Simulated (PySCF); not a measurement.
Computed shifts of a molecule H9NSi4, PySCF with PBE/pcSseg-1, GIAO, gas phase, equivalent atoms averaged, in ppm (number of nuclei): ¹⁵N: 13.6 (1). ²⁹Si: -35.9 (2), -122.6 (2). ¹H: 5.53 (4), 3.83 (4), -0.24 (1). References: ¹⁵N against NH3 (σ = 267.0 ppm); ²⁹Si against TMS (σ = 335.4 ppm); ¹H against TMS (σ = 31.49 ppm), references at their B3LYP-D3(BJ)/def2-TZVP geometries, non-relativistic. Coordinates come from a B3LYP-D3(BJ)/def2-SVP optimisation. A frequency run showed that this geometry is not a minimum. The values are those of a single conformer.

Question: Which structure fits?
(A) [SiH3][Si@H]1N[SiH2][SiH2]1
(B) [SiH3][SiH]1[SiH2]N[SiH2]1
(C) [SiH3]N1[SiH2][SiH2][SiH2]1
(D) N1[SiH2][SiH2][SiH2][SiH2]1

Answer: D, N1[SiH2][SiH2][SiH2][SiH2]1
